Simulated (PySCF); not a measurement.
## Mo²⁺: excitation energy

Mo²⁺ [Kr] 4d4 (5D) → Mo²⁺ [Kr] 4d3 5s1 (5F), as a difference of total energies. Calculation: PySCF 2.14, in x2c-TZVPPall with one added diffuse shell each of s, p, d, f type (9s7p7d3f1g, 95 functions); the spin-free X2C one-electron Hamiltonian (Gaussian nucleus). Correlated levels: valence: [Kr] frozen; valence and next inner shell: [Ar] 3d10 frozen. The calculations carry no spin-orbit coupling.

| method | excitation energy (cm⁻¹) |
| --- | --- |
| UHF | 31993 |
| LDA | 32180 |
| PBE | 32457 |
| PBE0 | 33695 |
| r2SCAN | 32336 |
| LC-wPBE | 35615 |
| PBEsol | 32948 |
| CAM-B3LYP | 32456 |
| M06-L | 38124 |
| MP2 (valence) | 33498 |
| SCS-MP2 (valence) | 32495 |
| MP2 (valence and next inner shell) | 33296 |
| SCS-MP2 (valence and next inner shell) | 32771 |

A first-order spin-orbit estimate (lowest level to lowest level, LS coupling) adds -0.061 eV.
